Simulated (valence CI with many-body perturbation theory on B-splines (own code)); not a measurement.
**Valence orbitals of Co²²⁺**

Calculated by configuration interaction combined with many-body perturbation theory (CI+MBPT): three valence electrons over a frozen Dirac-Fock core [He], a basis of 11 s, 11 p, 9 d, 7 f, 5 g, 2 h, 1 i functions for each j, with the one-electron correlation potential Σ1 (screened to all orders), the two-electron term Σ2, the three-electron term Σ3, Breit, model QED; selected single and double excitations, second order for the rest (own B-spline code, finite nucleus).

No measured levels were compared; by estimate levels of excited configurations hold to 0.05 to 0.15 % of their energy, terms of the ground configuration to about 0.5 %.

These are the spectroscopic orbitals of the CI (the correlating ones are not listed), shaped by the core and the other valence electrons. h is the expectation value of the core's Dirac-Fock operator, without the valence repulsion; Σ1 is computed up to l = 3 at one energy for each symmetry, that of its lowest orbital but kept below the first core excitation, so for empty shells it is not the orbital's own correlation shift; Breit and QED include the response of the core.

| Orbital | h (hartree) | Σ1 (cm⁻¹) | Breit (cm⁻¹) | QED (cm⁻¹) | ⟨r⟩ (bohr) |
| --- | --- | --- | --- | --- | --- |
| 2s1/2 | -81.532 | -1209 | 4729 | 4052 | 0.2353 |
| 3s1/2 | -35.704 | -287 | 1320 | 1165 | 0.5446 |
| 4s1/2 | -19.914 | -110 | 526 | 470 | 0.9885 |
| 5s1/2 | -12.682 | -53.9 | 263 | 236 | 1.561 |
| 2p1/2 | -79.646 | -2712 | 9162 | -235 | 0.2008 |
| 3p1/2 | -35.159 | -590 | 2501 | -68.3 | 0.5165 |
| 4p1/2 | -19.689 | -224 | 1009 | -28.0 | 0.9650 |
| 5p1/2 | -12.568 | -109 | 507 | -14.2 | 1.542 |
| 2p3/2 | -78.932 | -2548 | 3987 | 101 | 0.2032 |
| 3p3/2 | -34.948 | -554 | 1061 | 26.3 | 0.5200 |
| 4p3/2 | -19.601 | -210 | 436 | 10.6 | 0.9697 |
| 5p3/2 | -12.522 | -103 | 219 | 5.3 | 1.548 |
| 3d3/2 | -34.709 | -238 | 78.7 | -14.0 | 0.4450 |
| 4d3/2 | -19.5 | -100 | 42.7 | -5.5 | 0.8988 |
| 5d3/2 | -12.471 | -51.3 | 23.4 | -2.8 | 1.481 |
| 3d5/2 | -34.645 | -233 | 24.4 | 16.2 | 0.4462 |
| 4d5/2 | -19.473 | -97.9 | 13.1 | 7.1 | 0.9002 |
| 5d5/2 | -12.457 | -50.2 | 7.0 | 3.7 | 1.483 |
| 4f5/2 | -19.439 | -19.7 | 0.4 | -3.3 | 0.7792 |
| 5f5/2 | -12.441 | -11.1 | 0.3 | -1.6 | 1.364 |
| 4f7/2 | -19.425 | -19.5 | 0.1 | 2.6 | 0.7800 |
| 5f7/2 | -12.434 | -11.0 | 0.1 | 1.4 | 1.365 |
| 5g7/2 | -12.428 |  | 0.0 | -1.0 | 1.194 |
| 5g9/2 | -12.424 |  | 0.0 | 0.8 | 1.195 |

Among the shells of the start configuration 2s2 2p1, Σ1 is largest in size for 2p1/2, where it is 0.016 % of h.

Lowest root of each symmetry, sizes in configuration state functions:

| J | Parity | Roots | Reference | Variational | Second order | Change by selected CI (cm⁻¹) | Change by second order (cm⁻¹) |
| --- | --- | --- | --- | --- | --- | --- | --- |
| 1/2 | even | 14 | 50 | 9217 | 12191 | -4721 | 0 |
| 3/2 | even | 18 | 70 | 14797 | 31391 | -4274 | -1 |
| 5/2 | even | 13 | 66 | 16064 | 38572 | -4670 | -1 |
| 7/2 | even | 4 | 41 | 11141 | 36657 | -6881 | -4 |
| 9/2 | even | 2 | 23 | 6722 | 26045 | -9330 | -3 |
| 1/2 | odd | 15 | 48 | 9396 | 18901 | -7988 | 0 |
| 3/2 | odd | 21 | 72 | 15373 | 34928 | -7925 | -1 |
| 5/2 | odd | 14 | 62 | 16355 | 46929 | -13708 | -2 |
| 7/2 | odd | 6 | 43 | 12026 | 45703 | -7951 | -2 |
| 9/2 | odd | 2 | 20 | 7253 | 26180 | -7239 | -3 |
